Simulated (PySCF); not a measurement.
## N²⁺: excitation energy

N²⁺ [He] 2s2 2p1 (2P) → N²⁺ [He] 2s1 2p2 (4P), as a difference of total energies. All numbers are calculated (PySCF 2.14, no relativity, point nucleus, in aug-cc-pV5Z). Correlated levels: valence: 1s2 frozen. The calculations carry no spin-orbit coupling.

```
           method  excitation energy (eV)
              UHF                   5.128
              LDA                   6.523
              PBE                   6.596
             PBE0                   6.468
           r2SCAN                   5.814
             TPSS                   6.862
              M06                   6.754
    MP2 (valence)                   6.454
SCS-MP2 (valence)                   6.952
```

Question: How much does correlation contribute at MP2 (valence)?

Answer: 6.454 − (5.128) = 1.326 eV, measured against UHF.
